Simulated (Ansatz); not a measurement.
Ideal-gas functions of `[SiH3]C1=CO1` at 400 K and 1 bar, from an Ansatz frequency run at PBE0-D4/def2-TZVP.

Molar mass 72.14 g/mol, point group Cs (symmetry number 1), electronic degeneracy 1, moments of inertia 22.221, 154.02, 170.319 u Å². Harmonic wavenumbers (cm⁻¹, unscaled): 91, 143, 158, 294, 606, 651, 674, 876, 913, 916, 950, 1090, 1297, 1826, 2236, 2237, 2242, 3232.

Use S(trans) = R[1.5 ln M + 2.5 ln T − 1.1517]; rotational temperatures θ = 24.2544 K / I; S(rot) = R[ln(√π/σ · √(T³/θAθBθC)) + 1.5]; for each mode x = 1.438777 ν̃/T, S = R[x/(eˣ − 1) − ln(1 − e⁻ˣ)] and H = RT x/(eˣ − 1); 1 cm⁻¹ = 0.0119627 kJ/mol; R = 8.31446 J/(mol·K).

Q: By hand: the entropy, in J/(mol·K).

A: Translation 168.3. Rotation: θ = 1.0915, 0.1575, 0.1424 K, giving 107.4. Vibration, mode by mode: 17.64, 13.93, 13.12, 8.23, 3.31, 2.91, 2.73, 1.54, 1.38, 1.37, 1.24, 0.83, 0.45, 0.09, 0.02, 0.02, 0.02, 0.00, in all 68.8. Electronic 0.0. Sum 344.5 J/(mol·K).

Q: By hand: H − E and G − E in kJ/mol, counted from the electronic energy.

A: Zero-point energy ½ × 20432 × 0.0119627 = 122.2; thermal vibration 14.4; translation, rotation and pV give 4 RT = 13.3. H − E = 149.9 kJ/mol, and G − E = 149.9 − 400 × 344.5/1000 = 12.1 kJ/mol.

Vibration gives 20 % of the entropy, 31.6 J/(mol·K) of it from the modes under 150 cm⁻¹: soft modes count most, and the harmonic formula is weakest for them.
